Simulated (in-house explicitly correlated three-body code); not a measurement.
Computed with an exponentially correlated three-body code. Model: two electrons around a point charge, non-relativistic, variational in 260 exponentially correlated functions (energies converged to about 1e-7 hartree, or 1e-8 relative for large Z).

For two electrons in a singlet the Kohn-Sham orbital is the square root of half the density, so the exact Kohn-Sham potential and energy parts follow from the density alone, and exchange is minus half the Hartree energy. The Kohn-Sham level equals minus the binding energy of the second electron.

Command:
```bash
python run_hyl.py task.json out
```
Settings (lengths in bohr, energies in hartree):
```
Z                      0.925
interaction_strength   1
functions              260
states_tried           1
```

Run time, properties included: 8.3 s on 1 thread of Intel(R) Xeon(R) Platinum 8488C (Sapphire Rapids) (shared host).

**Ground state only, binding against the one-electron ion.**

Given: nuclear charge 0.925.

Computed: one-electron threshold -0.4278125 hartree.

```json
{"term": "1 1S", "energy (hartree)": "-0.431435614", "binding (eV)": "0.09859"}
```

**Exact Kohn-Sham parts of the ground state from its density.**

Computed: total energy -0.431435614 hartree; Kohn-Sham kinetic 0.40553 hartree; Hartree energy 0.63275 hartree; exchange energy -0.31638 hartree; kinetic part of the DFT correlation energy 0.025907 hartree; potential part of the DFT correlation energy -0.072295 hartree; exact minus restricted Hartree-Fock -0.040683 hartree; Kohn-Sham level -0.09859 eV.

(1) What is the DFT correlation energy?

(2) What is the restricted Hartree-Fock level?

**Functionals on the exact density and self-consistent, errors are functional minus exact, hybrids only self-consistent, a dash where a self-consistent run leaves the top level unbound.**

| result | exchange error (millihartree) | correlation error (millihartree) | functional driven error (millihartree) | self consistent total error (millihartree) | top level plus exact binding (eV) |
| --- | --- | --- | --- | --- | --- |
| revTPSS | -16.666 | 13.774 | -2.8918 | - | - |
| PBEsol | -1.2881 | 12.504 | 11.216 | - | - |
| BP86 | -21.705 | 11.255 | -10.45 | - | - |
| RPBE | -25.828 | 19.481 | -6.3473 | - | - |
| OLYP | -21.609 | 19.951 | -1.6576 | - | - |
| LDA VWN5 | 30.212 | -18.526 | 11.686 | - | - |
| PW91 | ? | ? | ? | - | - |
| r2SCAN | -16.885 | 18.866 | 1.9815 | - | - |
| PBE | -18.841 | 19.481 | 0.63941 | - | - |
| wB97X | - | - | - | 1.2673 | -0.66052 |
| AM05 | 18.132 | -9.5207 | 8.6113 | - | - |
| M06-L | -14.05 | 18.721 | 4.6711 | - | - |
| TPSS | -18.291 | 17.633 | -0.65777 | - | - |
| SCAN | -16.885 | 18.866 | 1.9815 | - | - |
| LDA PW92 | ? | ? | ? | - | - |
| BLYP | -21.705 | 19.951 | -1.7535 | - | - |

(3) What belongs in the row PW91?

(4) What belongs in the row LDA PW92?

**Density and exact potentials over r, pair density (one pair, times 4 pi r12^2) and exact minus Kohn-Sham pair density over r12.**

| radius (bohr) | radial density (electrons/bohr) | exchange potential (hartree) | intracule density (1/bohr) | Coulomb hole against Kohn-Sham (1/bohr) | correlation potential (hartree) |
| --- | --- | --- | --- | --- | --- |
| 0.239 | 0.1161 | -0.58626 | 0.0011973 | -0.005325 | -0.074 |
| 0.296 | 0.16058 | -0.5807 | 0.0019064 | -0.007964 | -0.069 |
| 0.366 | 0.21638 | -0.57293 | 0.0030368 | -0.01175 | -0.063 |
| 0.453 | 0.28362 | -0.56216 | 0.0048614 | -0.01713 | -0.054 |
| 0.561 | 0.35908 | -0.54757 | 0.0077972 | -0.02448 | -0.042 |
| 0.695 | 0.43568 | -0.52832 | 0.012481 | -0.03399 | -0.027 |
| 0.86 | 0.50187 | -0.50393 | 0.019767 | -0.04521 | -0.008 |
| 1.07 | 0.54531 | -0.47315 | 0.031181 | -0.05704 | 0.013 |
| 1.32 | ? | ? | ? | ? | ? |
| 1.63 | 0.51832 | -0.39893 | 0.068822 | -0.06766 | 0.055 |
| 2.02 | 0.44916 | -0.35601 | 0.095918 | -0.05807 | 0.07 |
| 2.5 | 0.36129 | -0.31241 | 0.12424 | -0.03576 | 0.074 |
| 3.1 | 0.27259 | -0.26945 | 0.14698 | -0.005467 | 0.065 |
| 3.84 | 0.19753 | -0.22932 | 0.15482 | 0.02119 | 0.046 |
| 4.75 | 0.13955 | -0.19307 | 0.14245 | 0.03353 | 0.026 |
| 5.88 | 0.095445 | -0.16081 | 0.11272 | 0.02969 | 0.012 |
| 7.28 | 0.062174 | -0.13277 | 0.07654 | 0.01743 | 0.005 |
| 9.02 | 0.037757 | -0.10876 | 0.045255 | 0.006454 | 0.002 |
| 11.2 | 0.020896 | -0.088419 | 0.023828 | 0.0008362 | 0.001 |
| 13.8 | 0.010685 | -0.072132 | 0.011719 | -0.0007064 | 0 |
| 17.1 | 0.0047466 | -0.058371 | 0.0050815 | -0.0006976 | 0 |
| 21.2 | 0.0018123 | -0.04714 | 0.0019126 | -0.0003729 | 0 |
| 26.2 | ? | ? | ? | ? | ? |
| 32.5 | 0.00015019 | -0.030768 | 0.00015601 | -4.14e-05 | 0 |
| 40.2 | 3.0061e-05 | -0.024875 | 3.1071e-05 | -8.757e-06 | 0 |

(5) What belongs in the row 1.32?

(6) What belongs in the row 26.2?

## Answers

(1) -0.046388 hartree.

(2) -0.59646 eV.

(3) exchange error (millihartree): -19.766; correlation error (millihartree): 18.156; functional driven error (millihartree): -1.6097.

(4) exchange error (millihartree): 30.212; correlation error (millihartree): -18.553; functional driven error (millihartree): 11.659.

(5) radial density (electrons/bohr): 0.55176; exchange potential (hartree): -0.43828; intracule density (1/bohr): 0.047135; Coulomb hole against Kohn-Sham (1/bohr): -0.06579; correlation potential (hartree): 0.035.

(6) radial density (electrons/bohr): 0.00058789; exchange potential (hartree): -0.038161; intracule density (1/bohr): 0.00061482; Coulomb hole against Kohn-Sham (1/bohr): -0.0001453; correlation potential (hartree): 0.

The correlation energy of density-functional theory lies 5.7 millihartree below exact minus Hartree-Fock, because the Hartree-Fock density, unlike the exact one, minimises the Hartree-Fock energy.
